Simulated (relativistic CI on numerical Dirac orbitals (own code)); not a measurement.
## Slater and spin-orbit integrals, Xe52+

Computed by Dirac-Coulomb-Breit CI, separate exchange-only KLI orbitals for each configuration, QED by a radiative potential, unscaled Slater integrals (own radial code, finite nucleus).

Slater integrals F^k, G^k are unscaled and averaged over j, outside the closed core (none); ζ comes from projecting the Hamiltonian with its Breit term on Σ l·s of the shell.

- 1s2s: G^0(1s,2s) = 297980 cm⁻¹; <r>(1s) = 0.02633, <r^2>(1s) = 0.0009378, <r>(2s) = 0.106, <r^2>(2s) = 0.01322 (bohr units).
- 1s2p: G^1(1s,2p) = 576700, ζ(2p) = 2.1436e+06 cm⁻¹; <r>(1s) = 0.02633, <r^2>(1s) = 0.0009378, <r>(2p) = 0.09094, <r^2>(2p) = 0.009998 (bohr units).
- 1s3s: G^0(1s,3s) = 77801 cm⁻¹; <r>(1s) = 0.0263, <r^2>(1s) = 0.000936, <r>(3s) = 0.2424, <r^2>(3s) = 0.06705 (bohr units).

Averages of the first 10 configurations, taken without configuration mixing, which lowers the lowest level and can move excited configurations by several eV; other configurations of the list can lie among them:

| Configuration | Parity | States | Average energy above the lowest level (eV) |
| --- | --- | --- | --- |
| 1s² | even | 1 | 0.1 |
| 1s2s | even | 4 | 30148.3 |
| 1s2p | odd | 12 | 30472.5 |
| 1s3s | even | 4 | 35828.5 |
| 1s3p | odd | 12 | 35923.6 |
| 1s3d | even | 20 | 35990.1 |
| 1s4s | even | 4 | 37793.3 |
| 1s4p | odd | 12 | 37833.0 |
| 1s4d | even | 20 | 37861.0 |
| 1s4f | odd | 28 | 37871.6 |
